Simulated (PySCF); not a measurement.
A PySCF script (with the pyscf-properties extension) for the NMR shieldings of SMILES CC(C)N[SiH2]N[SiH2]N, C3H15N3Si2, on a GFN2-xTB geometry:

```python
import basis_set_exchange as bse
import numpy as np
from pyscf import gto, dft
from pyscf.prop import nmr

atoms = """
C    -3.028938    1.195971   -0.577271
C    -2.156285   -0.059013   -0.562990
C    -2.787192   -1.144181    0.312106
N    -0.823164    0.279879   -0.125375
Si    0.561172   -0.638233   -0.557021
N     1.866981    0.211851    0.188849
Si    3.533655   -0.259628    0.183010
N     4.515993    0.728915    1.198225
H    -2.577588    1.956016   -1.209261
H    -3.125063    1.595605    0.430662
H    -4.021895    0.967601   -0.955753
H    -2.060844   -0.442442   -1.583535
H    -2.875469   -0.793229    1.338770
H    -3.777673   -1.403886   -0.053056
H    -2.163301   -2.033876    0.303314
H    -0.840160    0.679888    0.802536
H     0.647440   -2.021370   -0.066353
H     0.600508   -0.637785   -2.025088
H     1.697451    1.195637    0.328311
H     4.129998   -0.145370   -1.150183
H     3.587253   -1.611147    0.728912
H     4.309644    0.760702    2.183255
H     4.782723    1.645080    0.878016
"""
names = dict.fromkeys(["C", "N", "Si", "H"], "pcSseg-1")
basis = {el: gto.basis.parse(bse.get_basis(n, elements=[el], fmt="nwchem")) for el, n in names.items()}
mol = gto.M(atom=atoms, basis=basis, charge=0, verbose=0)
mf = dft.RKS(mol, xc="PBE0")
mf.grids.level = 2
mf.grids.alignment = dft.numint.BLKSIZE   # the property module wants whole blocks of grid points
mf.conv_tol = 1e-9
mf.kernel()

calc = nmr.RKS(mf)   # GIAO
C = mf.mo_coeff
Co = C[:, mf.mo_occ > 0]
resp = mf.gen_response(singlet=True, hermi=2)
def vind(x):   # induced exchange potential for any number of trial vectors
    d = np.einsum("pi,xij,qj->xpq", C, 2 * x.reshape(-1, C.shape[1], Co.shape[1]), Co, optimize=True)
    return np.einsum("xpq,pi,qj->xij", resp(d - d.transpose(0, 2, 1)), C, Co, optimize=True).ravel()
mo1, _ = nmr.rhf.solve_mo1(calc, with_cphf=vind)
sigma = calc.kernel(mo1)
for i, s in enumerate(sigma):   # ppm
    w = np.linalg.eigvalsh((s + s.T) / 2)
    print("%2d %-2s iso %8.1f  s11 %8.1f  s22 %8.1f  s33 %8.1f" % (i, mol.atom_pure_symbol(i), w.mean(), *w))
```

Task: What are the results?

Result: 
```
 0 C  iso    157.4  s11    137.5  s22    147.7  s33    186.8
 1 C  iso    141.1  s11    120.3  s22    144.0  s33    159.0
 2 C  iso    156.9  s11    138.8  s22    146.9  s33    184.9
 3 N  iso    209.7  s11    165.8  s22    204.7  s33    258.7
 4 Si iso    390.0  s11    355.0  s22    377.1  s33    437.9
 5 N  iso    231.9  s11    177.4  s22    256.6  s33    261.7
 6 Si iso    388.6  s11    351.4  s22    401.4  s33    413.1
 7 N  iso    246.7  s11    230.6  s22    242.9  s33    266.4
 8 H  iso     30.3  s11     26.3  s22     28.2  s33     36.3
 9 H  iso     30.9  s11     28.3  s22     29.2  s33     35.3
10 H  iso     30.5  s11     26.1  s22     28.0  s33     37.5
11 H  iso     28.8  s11     25.5  s22     28.2  s33     32.7
12 H  iso     31.0  s11     28.7  s22     29.1  s33     35.2
13 H  iso     30.5  s11     26.2  s22     27.9  s33     37.5
14 H  iso     30.2  s11     25.8  s22     29.2  s33     35.6
15 H  iso     32.1  s11     24.2  s22     33.4  s33     38.6
16 H  iso     26.4  s11     22.6  s22     25.8  s33     30.8
17 H  iso     26.7  s11     23.1  s22     25.5  s33     31.4
18 H  iso     32.1  s11     23.6  s22     32.1  s33     40.4
19 H  iso     26.7  s11     22.4  s22     25.6  s33     32.2
20 H  iso     26.9  s11     22.6  s22     26.1  s33     31.9
21 H  iso     31.2  s11     24.3  s22     27.2  s33     42.0
22 H  iso     31.0  s11     24.6  s22     26.8  s33     41.6
```

These numbers come from an equivalent density-fitted implementation of the same equations, which agrees with the script to about 0.01 ppm for H and up to a few tenths of a ppm for heavy atoms, so last digits may differ.

Task: Turn these shieldings into chemical shifts. δ = σ(ref) − σ, references computed at the same level: TMS for $^{13}$C (σref 186.93) and $^{29}$Si (σref 349.16) and $^{1}$H (σref 31.72); $^{15}$N (σref 267.73) against NH3.

Result: Averaging equivalent atoms: C 1: 45.8; C 0/2: 29.8; N 3: 58.0; N 5: 35.8; N 7: 21.1; Si 6: -39.5; Si 4: -40.8; H 16/17: 5.17; H 19/20: 4.91; H 11: 2.91; H 8/9/10/12/13/14: 1.15; H 21/22: 0.63; H 18: -0.34; H 15: -0.36 ppm. Experimental scales use liquid or dissolved standards, which lie at an offset from isolated NH3 (liquid NH3: subtract about 20 ppm).

Size and cost of the density-fitted run: 225 basis functions, 100 s wall time on 1 thread of an Arm Neoverse N1, shared host; peak memory 1.1 GiB.
